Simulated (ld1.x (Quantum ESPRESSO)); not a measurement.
Logarithmic derivatives: Tl, PAW

- Element: thallium (Tl)
- Generator: ld1.x (Quantum ESPRESSO) 7.5
- Type: PAW
- Functional: PBE
- Relativity: scalar-relativistic
- Frozen core: [Xe] 4f14
- Valence charge: 13
- Reference configuration: 5d10 6s2 6p1
- Partial waves: 6s (bound): rcut 1.75, rcutus 2.30 bohr; 6s channel at -0.05 Ry: rcut 1.75, rcutus 2.30 bohr; 6p (bound): rcut 2.45, rcutus 3.00 bohr; 6p channel at 0.4 Ry: rcut 2.45, rcutus 3.00 bohr; 5d (bound): rcut 1.25, rcutus 1.35 bohr; 5d channel at -0.65 Ry: rcut 1.25, rcutus 1.35 bohr
- Local potential: all-electron potential smoothed inside 1.45 bohr (lloc = -1)
- Core correction: Bessel-smoothed model core, default radius (core density twice the valence density)
- Augmentation charge: PSQ, inside the norm-conserving radii

The phase is arctan(r·u′/u) with u = r·R(r), unwrapped; energies in Ry, scanned from -3 to 5 Ry. A pole is an energy at which the radial function vanishes at the test radius. The pseudo phase is shifted by a multiple of π to meet the all-electron one at the reference energy, and phase errors are pseudo minus all-electron; the curves can meet again beyond the range given. Levels narrower than the energy grid can be missing from the lists of poles.

Task: For each channel, where are the poles, and over which energies does the pseudopotential scatter like the atom?

Result:

| channel | radius (bohr) | reference energy (Ry) | poles, all-electron | poles, pseudo | unbroken range about the reference energy with phases within 0.05 rad | phase error 1 Ry above the reference energy (rad) |
| --- | --- | --- | --- | --- | --- | --- |
| s | 3.24 | -0.70 | -0.17, 4.99 | -0.17, 4.86 | the whole range | -0.000 |
| p | 3.24 | -0.17 | 1.00 | 1.00 | below 3.0 | -0.000 |
| d | 3.24 | -1.14 | -1.09, 2.94 | -1.09, 2.93 | the whole range | -0.000 |

Note: ghost states, extra bound levels that the all-electron valence spectrum of the same l lacks: s at -215.4 eV, p at -70.1 eV. A true bound ghost makes a file unfit for plane-wave use.

Phases in the d channel:

| E (Ry) | all-electron | pseudo |
| --- | --- | --- |
| -3.00 | 1.391 | 1.391 |
| -2.52 | 1.374 | 1.374 |
| -2.04 | 1.348 | 1.348 |
| -1.56 | 1.292 | 1.292 |
| -1.08 | -1.593 | -1.593 |
| -0.60 | -1.831 | -1.831 |
| -0.12 | -1.935 | -1.935 |
| 0.36 | -2.136 | -2.136 |
| 0.84 | -2.819 | -2.821 |
| 1.32 | -4.076 | -4.078 |
| 1.80 | -4.471 | -4.472 |
| 2.28 | -4.613 | -4.613 |
| 2.76 | -4.690 | -4.691 |
| 3.24 | -4.746 | -4.747 |
| 3.72 | -4.798 | -4.799 |
| 4.20 | -4.859 | -4.861 |
| 4.68 | -4.954 | -4.959 |
